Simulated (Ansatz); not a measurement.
Basis-set extrapolation for C4H6Si (`C1=C[SiH2]C=C1`) (PBE0-D4/def2-TZVP geometry, frozen core, the Gaussian-basis code of Ansatz). Multiplicity 1, RHF reference.

```
                      def2-TZVPP   def2-QZVPP
                 HF  -443.926974  -443.942581
    MP2 correlation    -0.750564    -0.799486
CCSD(T) correlation    -0.830836      not run
```

Energies in hartree. Use E(X) = E(∞) + A·exp(−7.88·√X) for Hartree–Fock and E(X) = E(∞) + B·X^(−2.97) for correlation, with X = 3 and 4, and add CCSD(T) minus MP2 of the smaller set to the MP2 limit.

Q: What is the CCSD(T) energy at the basis-set limit?

A: HF limit: -443.942581 + (-0.015607) × 0.13774 = -443.94473. MP2 limit: -0.799486 + (-0.048922) × 0.74074 = -0.83572. Higher-order term: -0.830836 − (-0.750564) = -0.08027. Total: -444.86072 hartree, 270.2 kJ/mol below CCSD(T)/def2-TZVPP.
